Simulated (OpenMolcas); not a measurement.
Pm3+ in Cs2NaYCl6: curves along the breathing mode

Pm3+ with its 6 nearest chloride ions, on the Y site of Cs2NaYCl6 (a = 10.7396 Å, distance in the model lattice 2.619 Å). The rest of the host is ab initio model potentials to 7.6 Å, with orthogonalisation functions on the cations behind the ligands, and point charges beyond; the distance is set by hand and nothing relaxes. Ligand basis ANO-RCC-VDZP.

| Item | Value |
| --- | --- |
| Program | OpenMolcas 26.06 |
| Method | CASSCF |
| Basis | ANO-RCC-VDZP [7s6p4d2f1g] |
| Scalar Hamiltonian | DKH2, point nucleus |
| Active space | 4 electrons in 7 orbitals (4f) |
| State averaging | 2S+1 = 5 even, 35 roots (32 in the spin-orbit step); 2S+1 = 3 even, 117 roots kept (CI in the orbitals of an earlier block, 106 in the spin-orbit step); 2S+1 = 1 even, 75 roots kept (CI in the orbitals of an earlier block, 31 in the spin-orbit step) |
| Spin-orbit coupling | RASSI with atomic mean-field integrals over the reference wave functions |

Spin-free energies (labels of O, the rotations of Oh) in cm-1 above the lowest fitted minimum, as all ligands move together:

```tsv
R (Å)	5T2	5A1	5T1	5E	5T2(2)	5A2	5A2(2)
2.514	7600	7660	7700	7980	8120	8280	22430
2.573	2490	2540	2580	2820	2940	3080	17360
2.632	220	260	300	510	610	730	15130
2.691	420	450	480	670	760	860	15350
2.75	2800	2820	2850	3020	3090	3180	17750
2.81	7230	7250	7270	7430	7490	7570	22200
2.869	13430	13450	13470	13610	13660	13730	28420
```

Cubic fits give the following; the wavenumber is harmonic, with the mass of all moving ligands, small differences in it between states hang on the degree of the fit, a number in brackets counts states of one label, and the table is a selection of at most 14 states with clean curves.

```tsv
State	R0 (Å)	Breathing mode (cm-1)	Minimum (cm-1)
5T2	2.657	329	0
5A1	2.657	329	40
5T1	2.657	329	70
5E	2.658	329	270
5T2(2)	2.658	329	370
5A2	2.659	329	480
5A2(2)	2.656	329	14910
5T2(3)	2.657	329	15050
5A1(2)	2.657	329	15130
5T1(2)	2.658	329	15340
3T1	2.657	329	17960
3T2	2.657	329	17980
3A2	2.657	329	18010
3T2(2)	2.657	329	18060
```

For an f ion spin-orbit coupling outweighs the ligand field, so these spin-free curves are not those of observable levels.

High states are left out of the spin-orbit mixing, which shifts the levels that they would mix with. Without dynamic correlation the ligand-field splitting of an f shell can come out too small, at times by half. No measured value stands beside these numbers.
